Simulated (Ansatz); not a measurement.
Species: H3BAsO, charge 0, doublet. H3BAsO (SMILES O[B][AsH2], doublet).
B3LYP-D3(BJ)/def2-TZVP minimum from Ansatz (an electronic-structure program):
```
B
O 1 1.3290
H 2 0.9697 1 118.43
As 1 2.0562 2 129.06 3 -6.66
H 4 1.5189 1 93.45 2 134.59
H 4 1.5335 5 93.43 1 96.25
```
Charge 0, spin multiplicity 2.

Wanted: atomisation energy (electronic, to ground-state atoms), in kcal/mol. Radicals and triplets start from unrestricted determinants; spin-orbit coupling is neglected. Cores are frozen in correlated methods (noble-gas shells, and filled d and f shells in the p block). No relativity. CBS(X,Y): correlation extrapolated as X^-3, Hartree-Fock from the larger set. A bracket is a step between two methods taken in the basis named. Double hybrids freeze cores in their MP2 part. Where a partner has so few electrons that a lower coupled-cluster level is exact, that level stands in.

```
level                                                        program  atomisation energy (kcal/mol)  difference against the last row
-----------------------------------------------------------  -------  -----------------------------  -------------------------------
r2SCANh/def2-TZVPD                                            Ansatz                          439.9                              5.8
B2GP-PLYP/def2-TZVPD                                          Ansatz                          428.3                             -5.8
MP2/cc-pVQZ                                                   Ansatz                          433.3                             -0.8
MP2/CBS(cc-pVTZ,cc-pVQZ)                                      Ansatz                          438.9                              4.8
CCSDT(Q)/cc-pVDZ                                              Ansatz                          392.4                            -41.7
CCSD(T)/CBS(cc-pVTZ,cc-pVQZ) + [CCSDT(Q) - CCSD(T)]/cc-pVDZ   Ansatz                          434.1                              0.0
```
